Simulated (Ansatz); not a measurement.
CH6OSi2 (`O[SiH]1C[SiH2]1`), relaxed with RKS PBE-D4/def2-SVP in Ansatz 0.2.0 from a rough embedded geometry. The force threshold is 0.03 eV/Å; the program also tests the step.

Total charge 0; spin multiplicity 1.

Start:

```xyz
10

O     0.456   -1.475    1.416
Si    0.242   -1.260   -0.167
C     0.740    0.316   -0.709
Si   -0.455    1.436   -0.221
H    -0.044   -0.940    2.057
H    -1.083   -1.769   -0.592
H     1.757    0.595   -0.431
H     0.881    0.351   -1.862
H    -1.864    1.227   -0.798
H    -0.629    1.519    1.308
```

```tsv
step	energy (eV)	largest force (eV/Å)	largest move (Å)
1	-18915.8762	6.441	0.000
2	-18916.5901	3.171	0.146
3	-18916.8930	0.476	0.195
4	-18916.9353	0.511	0.183
5	-18917.0063	0.820	0.196
6	-18917.2024	1.359	0.195
7	-18917.4529	1.189	0.195
8 (rejected)	-18917.3949	1.952	0.194
9	-18917.5344	0.295	0.096
10	-18917.5524	0.166	0.100
11	-18917.5553	0.147	0.051
12 (rejected)	-18917.5449	0.276	0.088
13	-18917.5596	0.042	0.037
14	-18917.5601	0.031	0.036
15	-18917.5604	0.013	0.007
```

End:

```xyz
10

O     0.667   -1.267    1.544
Si   -0.150   -0.624    0.232
C     0.852    0.430   -0.867
Si   -0.433    1.851   -0.271
H     0.113   -1.580    2.281
H    -1.222   -1.519   -0.303
H     1.886    0.606   -0.518
H     0.815    0.205   -1.947
H    -1.596    1.224   -1.087
H    -0.932    0.675    0.936
```

Hardware: 2 threads of an Arm Neoverse V2 on a shared host. Wall time 22 s, peak host memory 0.13 GiB.
